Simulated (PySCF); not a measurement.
Compound: C₈H₁₈BN.
Numbering: `[CH3:1][N@+:2]1([CH2:3][CH:4]2[CH2:5][CH2:6]2)[BH2-:7][CH2:8][CH2:9][CH2:10]1` (hydrogens: H11, H12, H13 on C1; H14, H15 on C3; H16 on C4; H17, H18 on C5; H19, H20 on C6; H21, H22 on B7; H23, H24 on C8; H25, H26 on C9; H27, H28 on C10)

Computed with PySCF at PBE0/pcSseg-1, non-relativistic, on one gas-phase PBE0-D3(BJ)/def2-SVP geometry that isn't relaxed in the solvent. The solvent is an IEF-PCM continuum (Bondi radii, 1.10 Å for H, scaled by 1.2). Only the electrostatic response of the medium enters.

Gas phase at PBE0/pcSseg-1: HOMO -7.17 eV, LUMO 1.03 eV, dipole 4.26 D.

Q: What does the continuum do to the energy, the frontier levels and the dipole at PBE0/pcSseg-1 in chloroform and dichloromethane?

A: 
| solvent | ε | E(solvent) − E(gas) (kcal/mol) | polarisation term (kcal/mol) | distortion of the solute (kcal/mol) | HOMO (eV) | LUMO (eV) | dipole (D) |
| --- | --- | --- | --- | --- | --- | --- | --- |
| chloroform | 4.711 | -4.63 | -5.40 | 0.77 | -7.45 | 1.31 | 5.34 |
| dichloromethane | 8.93 | -5.63 | -6.81 | 1.18 | -7.52 | 1.35 | 5.61 |

The first energy column is the sum of the next two and covers electrostatics alone. From chloroform to dichloromethane the lowering changes by a factor 1.22, Onsager's factor (ε − 1)/(2ε + 1) by 1.18 and ε itself by 1.9.

Q: Which radius a makes the point-dipole formula ΔE = −[(ε − 1)/(2ε + 1)]·μ²/a³ give the value in dichloromethane, with the gas-phase dipole?

A: μ = 1.674 au and |ΔE| = 0.00898 Eh give a = 2.69 Å; the farthest nucleus lies 4.27 Å from the centroid of the nuclei, so such a sphere wouldn't even hold the nuclei. The formula assumes a rigid point dipole at the centre of a sphere.

Q: Which Hirshfeld charges (PBE0/pcSseg-1) respond most in chloroform (means over atoms taken as equivalent)?

A: 
```csv
atoms,environment,gas (e),solvent (e),change
H22,B–H hydrogen,-0.103,-0.114,-0.011
H21,B–H hydrogen,-0.105,-0.116,-0.011
H14,methylene hydrogen,+0.040,+0.049,+0.009
H27,methylene hydrogen,+0.039,+0.048,+0.009
B7,four-coordinate boron,-0.035,-0.042,-0.007
H23,methylene hydrogen,+0.025,+0.020,-0.005
H16,methine hydrogen,+0.054,+0.049,-0.005
C8,sp3 carbon bound to boron,-0.153,-0.158,-0.005
```

Q: How do the nuclear quadrupole coupling constants eQVzz/h respond in chloroform?

A: 
```csv
nucleus,Q (barn),gas (MHz),solvent (MHz),η gas,η solvent
14N at N2,0.02044,-2.93,-2.73,0.08,0.07
11B at B7,0.04059,2.40,2.23,0.03,0.08
```
